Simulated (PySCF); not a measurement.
# Bonding in `CCNN(C)[SiH3]`

Compound: C3H12N2Si.
Numbering: `[CH3:1][CH2:2][NH:3][N:4]([CH3:5])[SiH3:6]` (hydrogens: H7, H8, H9 on C1; H10, H11 on C2; H12 on N3; H13, H14, H15 on C5; H16, H17, H18 on Si6)

Geometry (GFN2-xTB, Å), atoms numbered from 1 in this order:
```xyz
18
C3H12N2Si angstrom
C      2.2139    0.2075   -0.2764
C      1.3086   -0.9650    0.0977
N     -0.0027   -0.6079    0.6209
N     -0.8523   -0.0354   -0.3714
C     -1.7686   -1.0294   -0.8807
Si    -1.2453    1.6395   -0.4257
H      3.1681   -0.1612   -0.6449
H      2.3971    0.8395    0.5912
H      1.7468    0.8076   -1.0538
H      1.1437   -1.5939   -0.7804
H      1.7870   -1.5745    0.8698
H      0.1023    0.0416    1.3942
H     -2.3208   -0.6068   -1.7159
H     -1.2117   -1.9022   -1.2260
H     -2.4782   -1.3571   -0.1143
H     -2.3833    2.0423    0.4192
H     -1.5607    1.9203   -1.8260
H     -0.0526    2.3416    0.0460
```

Bond orders from the PBE0/pcSseg-1 density (PySCF). The structure is a single GFN2-xTB conformer in the gas phase; no vibrational or solvent corrections.

Q: How far do the computed orders between heavy atoms stray from the drawn ones?

A: The largest departure is 0.066, at N4–C5 (drawn single, 0.934).

Q: Give the Mayer order of every bond, beside its length.

A: 
| bond | drawn as | length (Å) | Mayer order |
| --- | --- | --- | --- |
| C1–C2 | single | 1.528 | 1.049 |
| C2–N3 | single | 1.456 | 0.969 |
| N3–N4 | single | 1.426 | 0.956 |
| N4–C5 | single | 1.445 | 0.934 |
| N4–Si6 | single | 1.721 | 0.956 |
| C1–H7 | single | 1.087 | 0.964 |
| C1–H8 | single | 1.089 | 0.964 |
| C1–H9 | single | 1.087 | 0.955 |
| C2–H10 | single | 1.093 | 0.946 |
| C2–H11 | single | 1.094 | 0.954 |
| N3–H12 | single | 1.015 | 0.939 |
| C5–H13 | single | 1.087 | 0.959 |
| C5–H14 | single | 1.091 | 0.962 |
| C5–H15 | single | 1.095 | 0.964 |
| Si6–H16 | single | 1.473 | 0.894 |
| Si6–H17 | single | 1.463 | 0.933 |
| Si6–H18 | single | 1.462 | 0.943 |

By pair of heavy elements: C–N: lowest N4–C5 (0.934, 1.445 Å), highest C2–N3 (0.969, 1.456 Å); in 1 of the 1 pairs the longer bond (by over 0.003 Å) has the higher order (by 0.02 or more).

Q: Sum the orders of all bonds at each heavy atom with more than one neighbour and set the sums beside the valence in the SMILES.

A: C1 3.932 (drawn 4), C2 3.918 (drawn 4), N3 2.864 (drawn 3), N4 2.846 (drawn 3), C5 3.819 (drawn 4), Si6 3.726 (drawn 4). Orders between atoms that aren't bonded are not in these sums.

Mayer orders depend on the basis set.
